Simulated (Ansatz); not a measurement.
Relaxation of Cd₉Te₈⁺ (charge 1, doublet) with UKS PBE-D4/def2-SVP in Ansatz.

Positions (Å) and forces (eV/Å) at steps 18, 19, 20, 21, 22, 23, 24, 25, 26, 27, 28, 29, 30, 31, 32, 33, 34, 35 of 43:

```xyz
17
step=18 energy=-99433.4310 eV
Cd   -4.402   -0.137    2.044    0.076    0.040   -0.065
Cd   -1.764    0.914    2.267   -0.049   -0.081   -0.053
Cd    1.148   -0.514   -2.541    0.057    0.023    0.064
Cd    2.010   -0.252    1.680   -0.028   -0.035   -0.012
Cd    0.855   -2.857    0.055   -0.143   -0.091   -0.122
Cd    2.552    3.477   -1.478   -0.006   -0.052   -0.032
Cd   -4.769   -0.893   -0.731   -0.042    0.018    0.067
Cd   -3.673    1.712   -1.812   -0.015    0.035    0.025
Cd   -0.658   -4.812   -1.777    0.141    0.165    0.152
Te    0.664    2.358    1.676   -0.006    0.011   -0.003
Te    4.033    3.128    1.515   -0.014    0.082    0.071
Te   -1.536   -1.033   -0.633   -0.050   -0.041   -0.107
Te   -0.234    1.741   -0.934    0.028    0.004   -0.023
Te    4.470    0.727    2.647    0.060   -0.036   -0.010
Te    3.094   -1.526   -0.896   -0.070    0.003   -0.005
Te   -0.347   -1.856    2.382    0.075   -0.008    0.019
Te   -1.447   -0.178   -3.464   -0.012   -0.037    0.035
17
step=19 energy=-99433.5003 eV
Cd   -4.488   -0.003    1.984    0.139    0.037   -0.078
Cd   -1.733    0.780    2.129   -0.023   -0.185   -0.033
Cd    1.128   -0.447   -2.546    0.002    0.042    0.047
Cd    2.032   -0.243    1.706    0.033    0.017    0.007
Cd    0.800   -2.746    0.034   -0.162   -0.140   -0.052
Cd    2.669    3.346   -1.459   -0.071   -0.133    0.134
Cd   -4.823   -0.933   -0.760   -0.081    0.023    0.078
Cd   -3.723    1.754   -1.726   -0.015    0.037    0.035
Cd   -0.556   -4.834   -1.785    0.130    0.174    0.154
Te    0.654    2.353    1.666   -0.001   -0.021   -0.040
Te    4.071    3.178    1.569   -0.028   -0.086    0.026
Te   -1.608   -1.086   -0.681   -0.157   -0.062   -0.025
Te   -0.240    1.741   -0.934    0.159    0.144   -0.005
Te    4.519    0.735    2.648   -0.051    0.141   -0.120
Te    3.071   -1.476   -0.918   -0.005   -0.007    0.012
Te   -0.245   -1.881    2.491    0.072    0.051   -0.020
Te   -1.528   -0.237   -3.416    0.056   -0.032   -0.121
17
step=20 energy=-99433.6119 eV
Cd   -4.494    0.091    1.927    0.161    0.034   -0.060
Cd   -1.673    0.623    2.031   -0.009   -0.204   -0.026
Cd    1.104   -0.388   -2.522   -0.101    0.020    0.025
Cd    2.057   -0.227    1.714    0.010    0.005   -0.041
Cd    0.739   -2.684    0.037   -0.159   -0.086   -0.046
Cd    2.741    3.216   -1.411    0.123    0.033   -0.215
Cd   -4.919   -0.931   -0.770   -0.095    0.038    0.067
Cd   -3.747    1.785   -1.669   -0.014    0.041    0.025
Cd   -0.466   -4.829   -1.769    0.098    0.133    0.121
Te    0.644    2.347    1.661   -0.094   -0.062    0.053
Te    4.081    3.211    1.611    0.073    0.248    0.137
Te   -1.707   -1.141   -0.742   -0.122   -0.078   -0.141
Te   -0.231    1.774   -0.936   -0.142    0.036   -0.017
Te    4.535    0.785    2.623    0.074   -0.154    0.042
Te    3.044   -1.460   -0.918    0.012   -0.005    0.031
Te   -0.139   -1.900    2.578    0.023    0.057   -0.008
Te   -1.569   -0.273   -3.444    0.161   -0.057    0.054
17
step=21 energy=-99433.7299 eV
Cd   -4.463    0.154    1.883    0.161    0.034   -0.036
Cd   -1.615    0.460    1.950   -0.013   -0.144   -0.046
Cd    1.081   -0.342   -2.477   -0.042    0.009    0.044
Cd    2.086   -0.210    1.710    0.055    0.048   -0.063
Cd    0.670   -2.638    0.042   -0.114    0.017   -0.011
Cd    2.810    3.136   -1.409   -0.098   -0.135    0.291
Cd   -5.031   -0.905   -0.764   -0.122    0.027    0.047
Cd   -3.774    1.810   -1.638   -0.021    0.071    0.013
Cd   -0.399   -4.808   -1.745    0.056    0.031    0.047
Te    0.611    2.330    1.652   -0.009   -0.037   -0.016
Te    4.116    3.292    1.665   -0.048   -0.295   -0.078
Te   -1.815   -1.209   -0.828   -0.067   -0.172    0.088
Te   -0.253    1.818   -0.954    0.190    0.178   -0.001
Te    4.575    0.796    2.627   -0.041    0.333   -0.136
Te    3.025   -1.462   -0.904   -0.051    0.023    0.028
Te   -0.051   -1.914    2.643    0.019    0.015    0.007
Te   -1.573   -0.308   -3.452    0.146   -0.002   -0.175
17
step=22 energy=-99433.8602 eV
Cd   -4.401    0.216    1.842    0.146    0.030    0.001
Cd   -1.549    0.298    1.865   -0.062   -0.014   -0.101
Cd    1.052   -0.299   -2.418   -0.104   -0.039   -0.014
Cd    2.117   -0.180    1.689    0.008    0.012   -0.055
Cd    0.595   -2.595    0.043   -0.112    0.087    0.035
Cd    2.848    3.049   -1.358    0.061   -0.032    0.062
Cd   -5.159   -0.861   -0.750   -0.172   -0.046    0.051
Cd   -3.782    1.833   -1.622   -0.052    0.214   -0.022
Cd   -0.324   -4.803   -1.715    0.030   -0.074   -0.023
Te    0.579    2.319    1.664   -0.029   -0.045    0.029
Te    4.134    3.320    1.697   -0.028   -0.017   -0.028
Te   -1.932   -1.295   -0.901    0.061   -0.209   -0.021
Te   -0.258    1.879   -0.958   -0.009    0.149    0.036
Te    4.601    0.847    2.606    0.046    0.060   -0.004
Te    2.996   -1.462   -0.882   -0.022    0.052    0.021
Te    0.039   -1.924    2.697    0.054   -0.065    0.018
Te   -1.556   -0.340   -3.500    0.183   -0.063    0.014
17
step=23 energy=-99434.0207 eV
Cd   -4.333    0.278    1.812    0.128   -0.004    0.113
Cd   -1.484    0.162    1.741   -0.116    0.049   -0.180
Cd    1.011   -0.246   -2.350   -0.143   -0.054   -0.048
Cd    2.138   -0.156    1.673   -0.026   -0.029   -0.018
Cd    0.515   -2.556    0.032   -0.088    0.080    0.083
Cd    2.916    2.973   -1.322    0.071   -0.028    0.048
Cd   -5.290   -0.829   -0.721   -0.366   -0.402    0.152
Cd   -3.798    1.880   -1.605   -0.113    0.735   -0.215
Cd   -0.240   -4.840   -1.696    0.038   -0.101   -0.038
Te    0.560    2.316    1.678    0.003   -0.031    0.015
Te    4.143    3.354    1.734   -0.058    0.011   -0.053
Te   -2.045   -1.417   -0.975    0.168   -0.319    0.047
Te   -0.264    1.983   -0.961    0.155    0.200    0.118
Te    4.631    0.880    2.597    0.060   -0.003    0.051
Te    2.965   -1.441   -0.860   -0.015    0.060   -0.007
Te    0.112   -1.943    2.739    0.083   -0.054   -0.031
Te   -1.537   -0.399   -3.516    0.219   -0.113   -0.038
17
step=24 energy=-99434.1265 eV
Cd   -4.280    0.336    1.791    0.174    0.059   -0.022
Cd   -1.429    0.049    1.593   -0.204    0.096   -0.222
Cd    0.959   -0.184   -2.287   -0.202   -0.077   -0.088
Cd    2.162   -0.140    1.663   -0.025   -0.056    0.017
Cd    0.443   -2.521    0.022   -0.049    0.027    0.109
Cd    3.002    2.897   -1.292    0.062   -0.024    0.033
Cd   -5.422   -0.852   -0.669   -0.056    0.124   -0.024
Cd   -3.823    1.968   -1.604    0.156   -0.134    0.097
Cd   -0.150   -4.883   -1.679    0.052   -0.090   -0.030
Te    0.561    2.316    1.694    0.045    0.000   -0.014
Te    4.145    3.378    1.773   -0.097   -0.005   -0.057
Te   -2.151   -1.544   -1.042    0.200   -0.099    0.042
Te   -0.250    2.105   -0.952   -0.246    0.185    0.079
Te    4.659    0.903    2.605    0.057   -0.036    0.096
Te    2.931   -1.411   -0.852   -0.018    0.057   -0.040
Te    0.171   -1.945    2.770    0.073   -0.032   -0.100
Te   -1.528   -0.472   -3.536    0.078    0.004    0.125
17
step=25 energy=-99434.2602 eV
Cd   -4.214    0.415    1.805    0.154    0.057   -0.032
Cd   -1.388    0.028    1.409   -0.218    0.058   -0.220
Cd    0.816   -0.115   -2.216   -0.178    0.040   -0.087
Cd    2.184   -0.135    1.650    0.027   -0.076    0.026
Cd    0.423   -2.541    0.012    0.000   -0.026    0.059
Cd    3.083    2.813   -1.285   -0.095   -0.087    0.198
Cd   -5.475   -0.821   -0.610   -0.010    0.124   -0.045
Cd   -3.780    1.964   -1.579    0.205   -0.183    0.097
Cd   -0.014   -4.967   -1.668    0.061   -0.041    0.002
Te    0.596    2.335    1.707    0.080    0.070   -0.109
Te    4.081    3.353    1.826   -0.120   -0.129   -0.153
Te   -2.197   -1.687   -1.090    0.166    0.011    0.130
Te   -0.254    2.292   -0.935   -0.084    0.058    0.127
Te    4.667    0.887    2.685   -0.046    0.046    0.030
Te    2.874   -1.338   -0.898   -0.019    0.070   -0.043
Te    0.174   -1.912    2.747    0.033   -0.017   -0.087
Te   -1.577   -0.573   -3.559    0.041    0.026    0.109
17
step=26 energy=-99434.4027 eV
Cd   -4.150    0.517    1.817    0.123    0.050   -0.048
Cd   -1.368    0.057    1.229   -0.172   -0.032   -0.148
Cd    0.662   -0.030   -2.192   -0.130    0.060   -0.048
Cd    2.199   -0.170    1.642    0.063   -0.082    0.010
Cd    0.449   -2.575   -0.001    0.038   -0.070   -0.064
Cd    3.121    2.743   -1.281    0.024   -0.084    0.008
Cd   -5.492   -0.771   -0.564    0.016    0.103   -0.045
Cd   -3.698    1.954   -1.566    0.196   -0.201    0.077
Cd    0.153   -5.071   -1.649    0.059    0.049    0.051
Te    0.671    2.355    1.733    0.128    0.126   -0.038
Te    3.980    3.292    1.846   -0.073   -0.038    0.023
Te   -2.202   -1.805   -1.079    0.099    0.082    0.133
Te   -0.256    2.443   -0.868   -0.250   -0.128    0.077
Te    4.632    0.864    2.777   -0.075   -0.009   -0.006
Te    2.814   -1.231   -0.986   -0.044    0.046    0.009
Te    0.136   -1.884    2.700   -0.003    0.056   -0.066
Te   -1.651   -0.688   -3.558    0.000    0.071    0.073
17
step=27 energy=-99434.5372 eV
Cd   -4.094    0.625    1.819    0.081    0.026   -0.002
Cd   -1.368    0.090    1.088   -0.112   -0.069   -0.108
Cd    0.532    0.027   -2.201    0.029    0.089    0.028
Cd    2.228   -0.222    1.622    0.045   -0.037   -0.028
Cd    0.484   -2.602   -0.027    0.043   -0.088   -0.144
Cd    3.151    2.650   -1.279   -0.063   -0.100    0.066
Cd   -5.500   -0.714   -0.528   -0.031    0.006   -0.015
Cd   -3.623    1.932   -1.563    0.118   -0.097   -0.042
Cd    0.330   -5.154   -1.624    0.041    0.102    0.077
Te    0.771    2.374    1.766    0.315    0.204    0.025
Te    3.868    3.259    1.883   -0.200   -0.012   -0.074
Te   -2.193   -1.867   -1.044    0.010    0.069    0.002
Te   -0.288    2.489   -0.779   -0.165   -0.186    0.090
Te    4.577    0.857    2.852   -0.001   -0.075    0.025
Te    2.758   -1.148   -1.072   -0.039    0.022    0.028
Te    0.097   -1.839    2.639   -0.030    0.091    0.002
Te   -1.732   -0.757   -3.551   -0.042    0.055    0.071
17
step=28 energy=-99434.6761 eV
Cd   -4.043    0.712    1.812    0.011   -0.076    0.281
Cd   -1.378    0.107    0.948   -0.005   -0.171    0.055
Cd    0.447    0.077   -2.202    0.020    0.020    0.012
Cd    2.261   -0.258    1.596    0.006   -0.068    0.012
Cd    0.510   -2.605   -0.063   -0.021   -0.092   -0.097
Cd    3.150    2.554   -1.275    0.325    0.068   -0.442
Cd   -5.528   -0.682   -0.491   -0.281   -0.343    0.117
Cd   -3.564    1.891   -1.589   -0.186    0.474   -0.619
Cd    0.469   -5.205   -1.595    0.029    0.130    0.090
Te    0.944    2.443    1.825    0.037    0.103    0.304
Te    3.722    3.212    1.891    0.248    0.060    0.286
Te   -2.195   -1.911   -1.040   -0.066   -0.069    0.025
Te   -0.336    2.473   -0.648   -0.155   -0.059    0.155
Te    4.545    0.829    2.910    0.023    0.064   -0.009
Te    2.725   -1.087   -1.132   -0.026   -0.144    0.008
Te    0.063   -1.762    2.593   -0.030    0.114   -0.045
Te   -1.792   -0.789   -3.538    0.070   -0.011   -0.132
17
step=29 energy=-99434.7225 eV
Cd   -4.051    0.767    1.809    0.058    0.022    0.040
Cd   -1.435    0.082    0.851   -0.040   -0.015    0.103
Cd    0.401    0.136   -2.187    0.097    0.137    0.086
Cd    2.310   -0.286    1.572   -0.051    0.011    0.015
Cd    0.500   -2.598   -0.087   -0.106   -0.099   -0.040
Cd    3.206    2.502   -1.334   -0.054   -0.131    0.141
Cd   -5.592   -0.715   -0.443   -0.026    0.029   -0.098
Cd   -3.600    1.869   -1.696    0.223   -0.127    0.012
Cd    0.569   -5.230   -1.564    0.015    0.138    0.092
Te    1.092    2.504    1.937   -0.697   -0.164    0.067
Te    3.732    3.207    1.927    0.750    0.163   -0.263
Te   -2.226   -1.945   -1.061   -0.044   -0.121   -0.128
Te   -0.400    2.449   -0.486   -0.287   -0.013   -0.088
Te    4.559    0.825    2.947    0.106   -0.036    0.004
Te    2.693   -1.094   -1.178    0.047    0.124    0.003
Te    0.035   -1.666    2.552    0.023   -0.014    0.016
Te   -1.794   -0.808   -3.560   -0.014    0.096    0.038
17
step=30 energy=-99434.8387 eV
Cd   -4.098    0.792    1.788    0.093    0.026    0.081
Cd   -1.490    0.002    0.880   -0.020    0.081    0.045
Cd    0.387    0.183   -2.137    0.100    0.146    0.095
Cd    2.316   -0.276    1.608   -0.024    0.157    0.031
Cd    0.449   -2.565   -0.074   -0.037   -0.117   -0.049
Cd    3.187    2.515   -1.341   -0.058   -0.137    0.179
Cd   -5.629   -0.711   -0.475   -0.094   -0.015   -0.125
Cd   -3.585    1.835   -1.775    0.268   -0.099    0.005
Cd    0.633   -5.202   -1.516    0.008    0.114    0.080
Te    1.069    2.506    1.985    0.193    0.012   -0.226
Te    3.887    3.188    1.878   -0.207   -0.092   -0.218
Te   -2.267   -1.982   -1.125    0.056   -0.028   -0.141
Te   -0.496    2.440   -0.414   -0.195   -0.080    0.112
Te    4.676    0.796    2.874   -0.009   -0.062   -0.044
Te    2.673   -1.078   -1.146   -0.007    0.115   -0.020
Te    0.044   -1.662    2.584   -0.029   -0.079    0.009
Te   -1.755   -0.783   -3.595   -0.037    0.059    0.187
17
step=31 energy=-99434.9323 eV
Cd   -4.144    0.781    1.765    0.126    0.060    0.403
Cd   -1.552   -0.088    0.892    0.074    0.100    0.186
Cd    0.371    0.289   -2.061    0.083    0.126    0.108
Cd    2.278   -0.241    1.622   -0.026    0.170    0.061
Cd    0.423   -2.538   -0.072    0.061   -0.151   -0.049
Cd    3.216    2.477   -1.363   -0.031   -0.099    0.107
Cd   -5.662   -0.698   -0.559   -0.573   -0.467   -0.058
Cd   -3.511    1.796   -1.837   -0.090    0.586   -0.480
Cd    0.693   -5.184   -1.462    0.012    0.082    0.065
Te    1.158    2.573    1.990    0.133   -0.034   -0.166
Te    3.982    3.165    1.795   -0.219   -0.134   -0.146
Te   -2.278   -2.045   -1.145    0.087   -0.025   -0.216
Te   -0.637    2.419   -0.274    0.309    0.048    0.245
Te    4.718    0.757    2.801    0.008   -0.038   -0.047
Te    2.648   -1.046   -1.136   -0.070    0.104   -0.032
Te    0.034   -1.681    2.597   -0.010   -0.069    0.035
Te   -1.737   -0.738   -3.556    0.126   -0.259   -0.018
17
step=32 energy=-99435.0021 eV
Cd   -4.178    0.763    1.757   -0.020   -0.058    0.067
Cd   -1.576   -0.123    0.927    0.003    0.090    0.118
Cd    0.335    0.428   -1.962   -0.253   -0.105   -0.002
Cd    2.221   -0.188    1.658   -0.008    0.069    0.092
Cd    0.408   -2.531   -0.061    0.068   -0.136   -0.064
Cd    3.216    2.440   -1.383    0.216    0.372   -0.406
Cd   -5.754   -0.729   -0.628    0.056    0.028   -0.047
Cd   -3.457    1.792   -1.958    0.053   -0.015   -0.004
Cd    0.784   -5.183   -1.393    0.010    0.064    0.054
Te    1.230    2.641    2.010    0.063   -0.076   -0.066
Te    4.061    3.078    1.684   -0.059   -0.006    0.358
Te   -2.274   -2.065   -1.172    0.004    0.073   -0.141
Te   -0.765    2.451   -0.129    0.070   -0.061   -0.048
Te    4.796    0.668    2.698   -0.091    0.012   -0.078
Te    2.596   -0.981   -1.114   -0.126   -0.265    0.011
Te    0.021   -1.721    2.620    0.003    0.016    0.010
Te   -1.663   -0.739   -3.553    0.010   -0.002    0.147
17
step=33 energy=-99435.0539 eV
Cd   -4.172    0.710    1.774    0.018   -0.026    0.042
Cd   -1.528   -0.065    0.971   -0.032    0.031    0.026
Cd    0.335    0.378   -1.981   -0.075   -0.021   -0.027
Cd    2.185   -0.183    1.660   -0.008   -0.028    0.035
Cd    0.425   -2.568   -0.044    0.023   -0.071   -0.086
Cd    3.188    2.494   -1.409    0.089    0.098   -0.179
Cd   -5.733   -0.729   -0.646    0.068    0.056   -0.071
Cd   -3.461    1.830   -1.913    0.203   -0.132    0.046
Cd    0.777   -5.209   -1.390    0.005    0.059    0.051
Te    1.200    2.623    1.984    0.079   -0.014    0.014
Te    4.022    3.083    1.711   -0.026   -0.023    0.138
Te   -2.242   -2.000   -1.155   -0.036   -0.020   -0.028
Te   -0.678    2.464   -0.206   -0.235   -0.047   -0.059
Te    4.754    0.657    2.677   -0.003    0.016   -0.031
Te    2.589   -0.998   -1.103   -0.019   -0.073    0.022
Te    0.016   -1.756    2.633   -0.008    0.088   -0.007
Te   -1.676   -0.732   -3.564   -0.044    0.108    0.116
17
step=34 energy=-99435.0734 eV
Cd   -4.221    0.656    1.781   -0.012   -0.049    0.050
Cd   -1.561   -0.071    0.992    0.001    0.030    0.020
Cd    0.319    0.420   -1.950    0.107    0.057    0.033
Cd    2.186   -0.185    1.676   -0.018   -0.020   -0.006
Cd    0.416   -2.563   -0.035    0.025   -0.038   -0.066
Cd    3.208    2.522   -1.468   -0.021   -0.092    0.064
Cd   -5.748   -0.721   -0.719   -0.019   -0.063    0.023
Cd   -3.432    1.834   -1.930   -0.239    0.224   -0.134
Cd    0.845   -5.214   -1.323   -0.001    0.047    0.047
Te    1.230    2.619    1.973    0.091    0.012    0.024
Te    4.051    3.042    1.697   -0.087   -0.034   -0.088
Te   -2.243   -2.003   -1.159   -0.057   -0.032   -0.008
Te   -0.733    2.467   -0.167    0.149    0.026    0.141
Te    4.792    0.607    2.628   -0.010    0.012   -0.024
Te    2.565   -0.984   -1.097    0.005    0.071   -0.005
Te    0.005   -1.731    2.644   -0.012    0.012    0.020
Te   -1.679   -0.695   -3.543    0.098   -0.163   -0.091
17
step=35 energy=-99435.0886 eV
Cd   -4.261    0.600    1.788   -0.016   -0.043    0.011
Cd   -1.587   -0.067    0.994    0.001    0.023    0.000
Cd    0.315    0.451   -1.931    0.057    0.042    0.031
Cd    2.186   -0.198    1.682   -0.020   -0.012   -0.006
Cd    0.410   -2.546   -0.047   -0.004   -0.035   -0.039
Cd    3.216    2.527   -1.489   -0.014   -0.064    0.031
Cd   -5.769   -0.709   -0.770    0.064    0.016    0.005
Cd   -3.424    1.853   -1.938   -0.053    0.041   -0.030
Cd    0.885   -5.220   -1.263   -0.003    0.044    0.041
Te    1.267    2.614    1.987    0.011    0.021    0.028
Te    4.070    3.031    1.671   -0.047   -0.025   -0.064
Te   -2.263   -2.013   -1.156   -0.010    0.005   -0.006
Te   -0.740    2.473   -0.125    0.008   -0.008    0.016
Te    4.813    0.591    2.586    0.004   -0.001   -0.012
Te    2.561   -0.966   -1.100    0.002    0.031   -0.004
Te   -0.013   -1.722    2.638    0.018   -0.009    0.027
Te   -1.664   -0.700   -3.528    0.004   -0.026   -0.030
```

In the def2 sets Cd, Te take a core potential; there is no spin–orbit coupling. Single mean-field runs in def2-SVP are fitted with def2-universal-jkfit. Another isomer (doublet) lies 2.65 eV lower at PBE0-D4/def2-SVP; other spin states weren't run for this one.
